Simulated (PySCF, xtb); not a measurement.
C4H3FOS, SMILES c1(cc(O)sc1)F. Other conformers were not sampled.

Harmonic wavenumbers (cm⁻¹) from GFN2-xTB (xtb) at its own minimum, in rising order: 214, 274, 294, 296, 405, 480, 503, 543, 564, 701, 706, 788, 868, 982, 1088, 1105, 1133, 1224, 1398, 1535, 1603, 3172, 3190, 3523.

Q: What does ωB97X-D3(BJ)/def2-SVP run with PySCF 2.14.0 give at its own minimum? (The exact figures need the calculation; the answer reports its results.)

A: 168, 229, 295, 321, 446, 526, 553, 578, 633, 729, 742, 817, 887, 1005, 1147, 1178, 1226, 1336, 1494, 1619, 1701, 3278, 3304, 3890. Paired by order, the mean absolute difference is 71 cm⁻¹ and the zero-point energies are 38.0 and 40.2 kcal/mol.
